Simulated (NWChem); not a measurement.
SiH$_{2}$Br$_{2}$; SMILES Br[SiH2]Br

Results from NWChem. Medium grid unless said otherwise, to which SCAN and Minnesota functionals are sensitive. Coordinates come from a PBE0/def2-SVP optimisation. Total energies of different functionals are on different scales.

```tsv
level	energy (Ha)	highest occupied level (eV)	orbital gap (eV)	dipole (D)	relative time
LDA (Slater exchange, VWN5)/def2-TZVPD	-5430.8466	-7.47	5.54	1.06	1
PBE/def2-TZVPD	-5438.1788	-7.37	5.66	0.98	2
BLYP/def2-TZVPD	-5439.1475	-7.22	5.61	0.99	1
TPSS/def2-TZVPD	-5438.9483	-7.53	6.01	1.03	1
r2SCAN/def2-TZVPD	-5439.0508	-7.70	6.35	1.05	1
B3LYP/def2-TZVPD	-5439.1839	-8.40	7.30	1.09	1
PBE0/def2-TZVPD	-5438.3891	-8.64	7.77	1.09	2
M06-2X/def2-TZVPD	-5439.1597	-9.83	9.64	1.22	1
CAM-B3LYP/def2-TZVPD	-5439.3617	-9.97	10.02	1.17	10
Hartree-Fock/def2-TZVPD	-5435.0389	-11.53	12.84	1.32	1
```

Relative times are rough (shared machine, one core).
